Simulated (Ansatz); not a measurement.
System: sum formula SiH₂S₂Cl, net charge 0, doublet state. It need not be the lowest isomer of its formula. 
Geometry from a B3LYP-D3(BJ)/def2-TZVP (Ansatz, a program for electronic structure) optimisation:
```xyz
6

S      1.5754    -0.8381     0.8687
Si    -0.1230     0.3822     0.3880
S     -1.7078    -1.0516     0.1942
Cl     0.2389     1.4666    -1.3589
H      2.4603     0.0779     0.4380
H     -2.6810    -0.1239     0.2257
```
Charge 0, spin multiplicity 2.

Basis-set convergence of Hartree-Fock and CCSD(T) correlation energies (hartree) with Ansatz. Correlated levels leave the core frozen unless marked. UHF or UKS for open shells. No spin-orbit coupling. Non-relativistic.

| basis | functions | E(HF) | E(corr, CCSD(T)) |
|---|---|---|---|
| cc-pV(D+d)Z | 102 | -1544.75754 | -0.55100 |
| cc-pV(T+d)Z | 184 | -1544.81827 | -0.72678 |
| cc-pV(Q+d)Z | 316 | -1544.83185 | -0.78535 |

Extrapolating the two largest sets (X = 3 and 4) as X^-3: E(corr) = (64·(-0.78535) - 27·(-0.72678))/37 = -0.8281 Eh, an estimate of the basis-set limit. The largest set recovers 94.8 % of it, the smallest 66.5 %.
